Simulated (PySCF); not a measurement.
A structure optimised at PBE0-D3(BJ)/def2-TZVP, used in a PySCF frequency run:

```xyz
9

C      0.8643     0.0000     0.0000
C     -0.4322    -0.7485     0.0000
C     -0.4322     0.7485     0.0000
H      1.4516     0.0000     0.9097
H      1.4516     0.0000    -0.9097
H     -0.7258    -1.2571    -0.9097
H     -0.7258    -1.2571     0.9097
H     -0.7258     1.2571     0.9097
H     -0.7258     1.2571    -0.9097
```
Charge 0, spin multiplicity 1.

Write its SMILES, formula and point group.

C1CC1, C3H6, D3h

What are its rotational constants (standard atomic weights)?

20.349, 20.349, 12.742 GHz
